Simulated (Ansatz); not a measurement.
Reaction R1 + R2 → P1 + P2, each structure at its B3LYP-D3(BJ)/def2-SVP stationary point, reached from a drawn start (curvature not checked).
R1: C4H12Sn (SMILES [CH3][Sn]([CH3])([CH3])[CH3]), charge 0, multiplicity 1.
R2: H atom, charge 0, multiplicity 2.
P1, C3H10Sn (SMILES [CH3][SnH]([CH3])[CH3]) (charge 0, multiplicity 1):
```
atom    x (Å)    y (Å)    z (Å)
----  -------  -------  -------
C     -0.3241   1.9584  -0.5306
Sn     0.0908   0.1235   0.5577
C      1.8615  -0.8270  -0.2698
C     -1.6054  -1.2239   0.3828
H      0.5274   2.6503  -0.4517
H     -0.4978   1.7298  -1.5928
H     -1.2195   2.4503  -0.1229
H      0.3627   0.4932   2.2271
H      2.0831  -1.7587   0.2712
H      1.6946  -1.0645  -1.3311
H      2.7288  -0.1553  -0.1891
H     -1.7832  -1.4626  -0.6765
H     -2.5101  -0.7551   0.7971
H     -1.4089  -2.1585   0.9285
```
P2: CH3 (SMILES [CH3]), charge 0, multiplicity 2.

P less R. No zero-point or thermal terms; singlets are restricted closed shells; open shells are unrestricted; no spin–orbit coupling.

Frozen-core correlation throughout. In cc and def2 sets filled d and f shells under p-block atoms count as core.

Codes used: Ansatz (Gaussian orbitals). All values are computed, each at the level named. Elements past Kr take the def2 small-core potentials, without spin–orbit coupling.

Total energies in hartree:

| structure | PBE/def2-TZVPP | r2SCAN/def2-TZVPP | CCSD(T)/def2-TZVPP |
|---|---|---|---|
| R1 | -373.769571 | -373.989014 | -372.801471 |
| R2 | -0.499616 | -0.499927 | -0.499810 |
| P1 | -334.489346 | -334.677060 | -333.551675 |
| P2 | -39.789029 | -39.828724 | -39.761434 |

Question: Work out the reaction energy at each level in kcal/mol (1 hartree = 627.50947 kcal/mol), and say how far PBE/def2-TZVPP lies from CCSD(T)/def2-TZVPP.

Answer: 
- PBE/def2-TZVPP: (-334.489346) + (-39.789029) − (-373.769571) − (-0.499616) = -0.009188 hartree = -5.77 kcal/mol
- r2SCAN/def2-TZVPP: (-334.677060) + (-39.828724) − (-373.989014) − (-0.499927) = -0.016843 hartree = -10.57 kcal/mol
- CCSD(T)/def2-TZVPP: (-333.551675) + (-39.761434) − (-372.801471) − (-0.499810) = -0.011828 hartree = -7.42 kcal/mol
PBE/def2-TZVPP less CCSD(T)/def2-TZVPP: 1.65 kcal/mol. CCSD(T)/def2-TZVPP is the level counted from, the highest shown, and no exact or measured value.

Ansatz is an electronic-structure program.
